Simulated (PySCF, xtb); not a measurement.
C3HBrClF, SMILES FC=C=C(Cl)Br.

Harmonic wavenumbers (cm⁻¹) from GFN2-xTB run with xtb 6.7.1 at its own minimum, in rising order: 76, 117, 200, 247, 350, 377, 452, 580, 698, 776, 1014, 1184, 1377, 2029, 3037.

Question: What does ωB97X-D3(BJ)/def2-SVP run with PySCF 2.14.0 give at its own minimum? (The exact figures need the calculation; the answer reports its results.)

Answer: 86, 127, 227, 274, 396, 458, 512, 677, 888, 892, 1104, 1268, 1477, 2128, 3220. Paired by order, the mean absolute difference is 81 cm⁻¹ and the zero-point energies are 17.9 and 19.6 kcal/mol.
